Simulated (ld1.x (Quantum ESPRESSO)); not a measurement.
Which change was made? (O, TM)

| Item | Value |
| --- | --- |
| Element | O |
| Generator | ld1.x (Quantum ESPRESSO) 7.5 |
| Type | norm-conserving Troullier–Martins (Kleinman–Bylander form) |
| Functional | Wu–Cohen |
| Relativity | non-relativistic |
| Frozen core | [He] |
| Valence charge | 6 |
| Reference configuration | 2s1 2p5 |
| Partial waves | 2p (bound): rc 2.05 bohr; 2s (bound): rc 0.90 bohr |
| Local potential | the s channel |
| Core correction | a·sin(br)/r model core, default radius (core density twice the valence density) |

Cutoffs, loose and tight: the cutoffs (Ry, on a coarse ladder) from which the occupation-weighted sum of valence levels, in a spherical-Bessel basis at the reference potential, stays within 10 and 1 mRy of its value at 400 Ry. They do not see the model core or the augmentation charge, which bear on the density cutoff. Test errors are all-electron minus pseudo excitation energies from the reference, over the configurations 2s2 2p4; 2s2 2p3; 2s2 2p2; 2s2 2p4.3; 2s2 2p0; 2s1 2p4; 2s2 2p1; variants that change the core or the reference have their own tests.

The base gives: outcome: generated; cutoff, loose: 60 Ry; cutoff, tight: 160 Ry; bound ghosts: none; largest test error (meV): +8138.

(1) After one change the result is: outcome: generated; cutoff, loose: 70 Ry; cutoff, tight: 180 Ry; bound ghosts: none; largest test error (meV): +3485. Which change was it?
A. wave 2p (bound): rc 2.05 bohr becomes 2p (bound): rc 2.48 bohr
B. all radii but the core radius scaled by about 0.79 (s 0.72, p 1.62 bohr)
C. reference 2s2 2p4

## Answers

(1) B. The others give: wave 2p (bound): rc 2.05 bohr becomes 2p (bound): rc 2.48 bohr → outcome: generated; cutoff, loose: 60 Ry; cutoff, tight: 160 Ry; bound ghosts: none; largest test error (meV): +14211 | reference 2s2 2p4 → outcome: generated; cutoff, loose: 70 Ry; cutoff, tight: 160 Ry; bound ghosts: none; largest test error (meV): +6627.
